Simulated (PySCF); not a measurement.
**Which basis set comes closest?**

Molecule: `InChI=1S/C7H10Si/c1-8-7-5-3-2-4-6-7/h2-6H,8H2,1H3`.

Bonds (- single, = double, # triple, : aromatic): C1-Si2, Si2-C3, C3:C4, C4:C5, C5:C6, C6:C7, C7:C8, C8:C3. C1 carries H9, H10, H11; Si2 carries H12, H13; C4 carries H14; C5 carries H15; C6 carries H16; C7 carries H17; C8 carries H18.

Geometry PBE0-D3(BJ)/def2-SVP throughout; GIAO in PySCF 2.14, gas phase, one conformer, non-relativistic; equivalent atoms averaged; functional PBE0.

Reference values (estimated from measurements, as parent shift plus tabulated substituent increments; solution, not stated per compound (mostly CDCl3 or CCl4); Pretsch, Buehlmann, Badertscher, Structure Determination of Organic Compounds, 4th ed. (2009)): δ(C4/C8) = 134.8 ppm, δ(C5/C7) = 128.0 ppm, δ(C6) = 129.5 ppm. Computed shifts are taken against TMS, calculated as an isolated molecule at each level.

Problem. How do the basis sets STO-3G, pcSseg-0, 6-31G, 6-31G*, cc-pVDZ, def2-SVP, pcSseg-1, aug-cc-pVDZ, 6-311+G(2d,p), def2-TZVP perform against the reference? Times are CPU seconds on shared hosts with different chips, so compare them loosely.

Solution. 
```tsv
basis set	functions	C4/C8	C5/C7	C6	mean abs. error C	core-s
STO-3G	54	114.9	110.3	110.4	18.9	5.8
pcSseg-0	96	145.1	138.1	139.6	10.2	14
6-31G	96	131.0	124.0	125.5	3.9	12
6-31G*	136	129.4	121.7	123.7	5.8	17
cc-pVDZ	166	134.7	127.8	129.2	0.2	25
def2-SVP	166	133.2	125.9	127.6	1.9	26
pcSseg-1	193	140.6	133.4	135.1	5.6	25
aug-cc-pVDZ	278	133.6	126.9	128.3	1.2	63
6-311+G(2d,p)	284	138.6	131.6	133.2	3.7	47
def2-TZVP	314	140.5	133.0	134.8	5.3	77
```

For 13C the closest is cc-pVDZ (0.2 ppm) and the furthest STO-3G (18.9 ppm). Where a smaller basis beats a larger one, errors probably cancel. One molecule is a small sample, and vibrational and solvent effects are absent from the calculation.

A small basis that lands close on one nucleus may do so by chance; judge by the trend and by all nuclei.
